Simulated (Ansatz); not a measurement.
Basis-set series for GaGeH5Te, SMILES `[GaH2][Te][GeH3]`. Charge 0, multiplicity 1. Te: def2 effective core potential. The geometry is a stationary point of PBE0-D4/def2-TZVP.

```json
{"functional": "PBE0-D4", "basis": "def2-SVP", "functions": "115", "energy (Eh)": "-4271.90458", "HOMO (eV)": "-6.67", "LUMO (eV)": "-1.65"}
{"functional": "PBE0-D4", "basis": "def2-TZVPP", "functions": "216", "energy (Eh)": "-4272.42549", "HOMO (eV)": "-6.71", "LUMO (eV)": "-1.68"}
{"functional": "ωB97M-V", "basis": "def2-SVP", "functions": "115", "energy (Eh)": "-4272.13658", "HOMO (eV)": "-8.61", "LUMO (eV)": "0.05"}
{"functional": "ωB97M-V", "basis": "def2-TZVPP", "functions": "216", "energy (Eh)": "-4272.65798", "HOMO (eV)": "-8.69", "LUMO (eV)": "-0.01"}
```

Give the rows for def2-QZVPP. (Best estimate.)

The calculation gave: 
```
functional       basis  functions  energy (Eh)  HOMO (eV)  LUMO (eV)
   PBE0-D4  def2-QZVPP        410  -4272.51599      -6.71      -1.70
   ωB97M-V  def2-QZVPP        410  -4272.74647      -8.69      -0.13
```

Scalar relativity is left out up to krypton.

Program: Ansatz 0.2.0.
